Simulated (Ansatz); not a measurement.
Calculated with Ansatz (gas phase, PBE0-D4/def2-TZVP geometries, no zero-point term in ΔE). CCSD(T)/CBS adds triple-zeta CCSD(T) − MP2 to the extrapolated MP2 energy (def2 sets, frozen cores). This one scheme is used for every species. Functionals use def2-TZVPP. B3LYP here is the variant with VWN-RPA as its local correlation; programs differ in this. HSE06 is defined as in plane-wave codes. def2 core potentials past Kr. For Hf outer-core shells are correlated without core-valence functions, which leaves a few kJ/mol of doubt a bond. Each species was taken in one conformer, which may not be the lowest.

Consider the ligand exchange at the Si–O bond: `[SiH3][O][Hf]([Cl])([Cl])[Cl]` + `F[SiH2]N[SiH3]` → `F[SiH2]N([SiH3])[SiH3]` + `[OH][Hf]([Cl])([Cl])[Cl]`.

```tsv
level	ΔE (kJ/mol)	difference from CCSD(T)/CBS
BLYP-D4	58.6	1.0
r2SCANh-D4	57.0	-0.6
BHLYP-D4	62.0	4.4
PBE-QIDH	57.8	0.2
PBE0	57.4	-0.2
B3LYP	68.6	11.0
HSE06	57.4	-0.2
LC-ωPBE	55.5	-2.1
CCSD/def2-SVP	58.8	1.2
SCS-MP2/def2-QZVPP	62.5	4.9
CCSD(T)/CBS	57.6	0
```

Largest T1 diagnostic among the species: 0.014.

Leaving LDA and LC-ωPBE aside and taking each functional with its dispersion term where it has one, the values, not all of them listed here, spread over 17.2 kJ/mol, from revPBE-D4 to B2PLYP. LDA lies −9.5 kJ/mol from PBE without D4. The D4 term adds −8.9 kJ/mol with B3LYP and −4.5 kJ/mol with PBE0; it sums over pairs of atoms, weighted by their polarisabilities, and B3LYP, whose exchange is more repulsive, gets the larger term. In def2-TZVPP, CCSD(T) changes the Hartree–Fock value by −15.0 kJ/mol (the triples alone add −2.2 kJ/mol) and MP2 by −15.9 kJ/mol.
